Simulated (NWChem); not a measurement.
BHOBr₂; SMILES OB(Br)Br

```xyz
5

B      0.6483     0.0143     0.0000
Br    -0.3096    -1.6571     0.0000
Br    -0.3049     1.6679     0.0000
O      1.9839     0.0471     0.0000
H      2.3929    -0.8269     0.0000
```
Atoms are numbered in this order, from 1.

Program: NWChem. Pople sets run with spherical d functions. STO-3G and 3-21G are far too small for this property and stand as cheap habits. Structure relaxed at the PBE0/def2-SVP level. Vertical excitations in the gas phase; the lowest state need not have the same character in each row.

Task: Order these runs by computing time, cheapest first, and give rough ratios: B3LYP/3-21G, TDA; B3LYP/aug-cc-pVDZ, TDA; B3LYP/def2-SVP, TDA.

Result: B3LYP/3-21G, TDA (1), B3LYP/def2-SVP, TDA (4), B3LYP/aug-cc-pVDZ, TDA (50). Ratios are rough, from one shared machine; the cheapest took around 17 core-seconds (rough). What differs between the cheapest and the dearest: lowest excitation, singlet (eV) 6.04 → 5.87; lowest state with f > 0.02, singlet (eV) 6.96 → 6.56; orbital gap (eV) 7.25 → 7.10.
